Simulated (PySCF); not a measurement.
C4H5ClSi, SMILES C1(C=C[SiH2]C=1)Cl. The structure is a stationary point at B3LYP-D3(BJ)/def2-SVP.

Computed equilibrium geometry at B3LYP-D3(BJ)/def2-SVP (PySCF confirms it by a frequency run) as bond lengths and angles, and its point group:
point group Cs.
Atoms: Cl1 C2 C3 Si4 C5 C6 H7 H8 H9 H10 H11. Bonds (Å): Cl1–C2 1.746, C2–C3 1.349, C2–C6 1.489, C3–Si4 1.877, C3–H7 1.090, Si4–C5 1.883, Si4–H8 1.492, Si4–H9 1.492, C5–C6 1.349, C5–H10 1.092, C6–H11 1.094. Angles (°): Cl1–C2–C3 124.4, Cl1–C2–C6 117.1, C3–C2–C6 118.5, C2–C3–Si4 105.9, C2–C3–H7 122.6, Si4–C3–H7 131.6, C3–Si4–C5 92.7, C3–Si4–H8 113.9, C3–Si4–H9 113.9, C5–Si4–H8 113.7, C5–Si4–H9 113.7, H8–Si4–H9 108.6, Si4–C5–C6 107.1, Si4–C5–H10 130.7, C6–C5–H10 122.2, C2–C6–C5 115.8, C2–C6–H11 118.9, C5–C6–H11 125.3.
